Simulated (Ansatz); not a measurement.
Gas-phase electronic energies from Ansatz, PBE0-D4/def2-TZVP geometries. CBS: MP2 limit from def2 TZ/QZ plus the TZ coupled-cluster correction, frozen cores. This one scheme is used for every species, atoms too. Functionals use def2-TZVPP. No spin–orbit coupling; open shells (•) take unrestricted orbitals. Spin–orbit coupling would lower the free atoms: a little for Cl, S, Si.

Reaction (atomization): `Cl[SiH]1[SiH2]S1` → Cl• + 3 H• + S• + 2 Si•

CCSD(T)/CBS gives +2129.8 kJ/mol.

Problem. Another level gave +2142.2 kJ/mol. Which?
A. r2SCANh-D4/def2-TZVPP
B. BLYP/def2-TZVPP
C. PBE-D4/def2-TZVPP
D. CAM-B3LYP/def2-TZVPP

Solution. C. PBE-D4 2142.2, BLYP 2029.3, r2SCANh-D4 2137.3, CAM-B3LYP 2075.6 kJ/mol.

Problem. What do rigid-rotor, harmonic-oscillator terms from PBE0-D4/def2-TZVP frequencies (298.15 K, 1 bar) make of the CCSD(T)/CBS value? (Estimate.)

Solution. The calculation gave: ΔZPE = -78.6 kJ/mol, ΔH = +2076.7 kJ/mol, ΔS = 691 J/(mol·K), ΔG = +1870.6 kJ/mol. Open shells count their whole term as degenerate.

Largest T1 diagnostic among the species: 0.013.

Leaving LDA and LC-ωPBE aside and taking each functional with its dispersion term where it has one, the values, not all of them listed here, spread over 112.1 kJ/mol, from BHLYP-D4 to B97M-V. LDA lies +288.7 kJ/mol from PBE without D4, its usual overbinding. From PBE to PBE0 (25 % exact exchange), in def2-TZVPP and without D4, ΔE moves by −14.2 kJ/mol: exact exchange takes away binding that semilocal exchange gives to molecules.

For atomizations the MP2-based limit and the directly extrapolated one differ by several kJ/mol either way, and by 10 to 25 for some Ge, Se and Sn compounds, so smaller differences from it don't rank the levels.
